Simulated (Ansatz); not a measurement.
Reactions of C₂H₇GaGe, SMILES `[GeH3][CH]1[CH2][GaH]1`.

Isolated molecules relaxed with PBE0-D4/def2-TZVP in Ansatz; ΔE leaves out vibrations. CCSD(T)/CBS adds triple-zeta CCSD(T) − MP2 to the extrapolated MP2 energy (def2 sets, frozen cores). This one scheme is used for every species. DFT in def2-TZVPP. Elements past krypton have def2 core potentials. For Ga, Ge, Se, Te outer-core shells are correlated without core-valence functions, which leaves a few kJ/mol of doubt a bond. Scalar relativity is left out up to krypton. One conformer a species, not always the lowest.

```json
{"reaction": "`[GeH3][CH]1[CH2][GaH]1` + CH₃NH₂ → `C[NH][GeH3]` + `[CH2]1[CH2][GaH]1`", "HF/CBS(def2) (kcal/mol)": "5.3", "ωB97X-V (kcal/mol)": "5.5", "MP2/CBS(def2) (kcal/mol)": "8.7", "CCSD(T)/CBS(def2) (kcal/mol)": "11.9"}
{"reaction": "`[GeH3][CH]1[CH2][GaH]1` + `FCCCl` → `F[CH]([GeH3])CCl` + `[CH2]1[CH2][GaH]1`", "HF/CBS(def2) (kcal/mol)": "16.4", "ωB97X-V (kcal/mol)": "12.6", "MP2/CBS(def2) (kcal/mol)": "15.9", "CCSD(T)/CBS(def2) (kcal/mol)": "18.6"}
{"reaction": "`[GeH3][CH]1[CH2][GaH]1` + `C[SeH]` → `C[Se][GeH3]` + `[CH2]1[CH2][GaH]1`", "HF/CBS(def2) (kcal/mol)": "-8.1", "ωB97X-V (kcal/mol)": "-8.0", "MP2/CBS(def2) (kcal/mol)": "-5.9", "CCSD(T)/CBS(def2) (kcal/mol)": "-2.1"}
{"reaction": "`[GeH3][CH]1[CH2][GaH]1` + `C=CN=C` → `C=N[C](=C)[GeH3]` + `[CH2]1[CH2][GaH]1`", "HF/CBS(def2) (kcal/mol)": "13.5", "ωB97X-V (kcal/mol)": "10.1", "MP2/CBS(def2) (kcal/mol)": "11.8", "CCSD(T)/CBS(def2) (kcal/mol)": "15.3"}
{"reaction": "`[GeH3][CH]1[CH2][GaH]1` + `SS` → `S[S][GeH3]` + `[CH2]1[CH2][GaH]1`", "HF/CBS(def2) (kcal/mol)": "-5.2", "ωB97X-V (kcal/mol)": "-5.6", "MP2/CBS(def2) (kcal/mol)": "-3.3", "CCSD(T)/CBS(def2) (kcal/mol)": "0.5"}
{"reaction": "`[GeH3][CH]1[CH2][GaH]1` + H₂Te → `[GeH3][TeH]` + `[CH2]1[CH2][GaH]1`", "HF/CBS(def2) (kcal/mol)": "-10.7", "ωB97X-V (kcal/mol)": "-9.7", "MP2/CBS(def2) (kcal/mol)": "-8.4", "CCSD(T)/CBS(def2) (kcal/mol)": "-4.1"}
```

Largest T1 diagnostic: 0.016, for `[GeH3][CH]1[CH2][GaH]1`.
